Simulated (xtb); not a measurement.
AlCl2, doublet, geometry from GFN2-xTB (such geometries of metal compounds can be far from the true shape); xtb 6.7.1 with GFN1-xTB.

Input for xtb:
```
$ xtb mol.xyz --gfn 1 --uhf 1 --hess --json

# file mol.xyz
3

Al     0.00160221     0.63542259     0.02351302
Cl     1.85128917    -0.24859337     0.01717242
Cl    -1.85251440    -0.23731802    -0.03515296
```

### Question
Predict the main parts of the log of this xtb run.

### Answer

```
   ID    Z sym.   atoms
    1   13 Al     1
    2   17 Cl     2, 3

           -------------------------------------------------
          |                Calculation Setup                |
           -------------------------------------------------

           -------------------------------------------------
          |                 G F N 1 - x T B                 |
           -------------------------------------------------

          ...................................................
          :                      SETUP                      :
          :.................................................:
          :  # basis functions                  30          :
          :  # atomic orbitals                  27          :
          :  # shells                            9          :
          :  # electrons                        17          :
          :  # halogen bonds                     0          :
          :  max. iterations                   250          :
          :  Hamiltonian                  GFN1-xTB          :
          :  restarted?                      false          :
          :  GBSA solvation                  false          :
          :  PC potential                    false          :
          :  electronic temp.          300.0000000     K    :
          :  accuracy                    1.0000000          :
          :  -> integral cutoff          0.2500000E+02      :
          :  -> integral neglect         0.1000000E-07      :
          :  -> SCF convergence          0.1000000E-05 Eh   :
          :  -> wf. convergence          0.2000000E-04 e    :
          :  Broyden damping             0.4000000          :
          :  net charge                          0          :
          :  unpaired electrons                  1          :
          ...................................................

 iter      E             dE          RMSdq      gap      omega  full diag
   1     -9.9154228 -0.991542E+01  0.399E+00    6.31       0.0  T
   2     -9.9188425 -0.341966E-02  0.247E+00    6.42       1.0  T
   3     -9.9188811 -0.386147E-04  0.473E-01    6.42       1.0  T
   4     -9.9189144 -0.332847E-04  0.118E-02    6.41       4.9  T
   5     -9.9189145 -0.966509E-07  0.738E-03    6.41       7.8  T
   6     -9.9189145 -0.318547E-07  0.866E-05    6.41     666.4  T
   7     -9.9189145 -0.118465E-10  0.102E-06    6.41   56692.8  T

   *** convergence criteria satisfied after 7 iterations ***

[...]
         :: total energy              -9.896367187868 Eh    ::
[...]
   ------------------------------------------------------------------------
   ------------------------------------------------------------------------

   temp. (K)  partition function   enthalpy   heat capacity  entropy
                                   cal/mol     cal/K/mol   cal/K/mol   J/K/mol
 298.15  VIB   1.15                  225.974      2.187      1.033
         ROT  0.372E+05              888.752      2.981     23.895
         INT  0.427E+05             1114.726      5.168     24.929
         TR   0.937E+27             1481.254      4.968     39.636
         TOT                        2595.9802    10.1361    64.5650   270.1399

       T/K    H(0)-H(T)+PV         H(T)/Eh          T*S/Eh         G(T)/Eh
   ------------------------------------------------------------------------
    298.15    0.413696E-02    0.674617E-02    0.306769E-01   -0.239307E-01
   ------------------------------------------------------------------------

         :::::::::::::::::::::::::::::::::::::::::::::::::::::
         ::                  THERMODYNAMIC                  ::
         :::::::::::::::::::::::::::::::::::::::::::::::::::::
         :: total free energy          -9.920297927297 Eh   ::
         ::.................................................::
         :: total energy               -9.896367187868 Eh   ::
         :: zero point energy           0.002609213727 Eh   ::
         :: G(RRHO) w/o ZPVE           -0.026539953156 Eh   ::
         :: G(RRHO) contrib.           -0.023930739429 Eh   ::
         :::::::::::::::::::::::::::::::::::::::::::::::::::::
imag cut-off (cm-1) :    5.00
 found            1  significant imaginary frequency
 writing imag mode distorted coords to xtbhess.xyz
 for further optimization.

           -------------------------------------------------
          | TOTAL ENERGY               -9.896367187868 Eh   |
          | TOTAL ENTHALPY             -9.889621016338 Eh   |
          | TOTAL FREE ENERGY          -9.920297927297 Eh   |
          | GRADIENT NORM               0.065324443233 Eh/α |
          | HOMO-LUMO GAP               6.406377941396 eV   |
           -------------------------------------------------
########################################################################
[WARNING] Runtime exception occurred
-1- hessian_numhess: Hessian on incompletely optimized geometry!
########################################################################

normal termination of xtb
```
